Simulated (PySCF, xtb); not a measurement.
F3Ge, SMILES [F][Ge]([F])[F] (connectivity only; charge and spin as stated), charge +1, multiplicity 1.

GFN2-xTB (xtb) at its own geometry gives an orbital gap of 4.07 eV.

Coordinates come from a B3LYP-D3(BJ)/def2-SVP optimisation. The multiplicity is an assumed one; other spin states were not compared. The isomer is the one that the SMILES or the coordinates give; other isomers of the formula were not compared.

Task: What does r2SCAN/def2-TZVPD in PySCF give? (The exact figures need the calculation; the answer reports its results.)

Result: gap 6.44 eV (levels -18.28 and -11.85 eV).
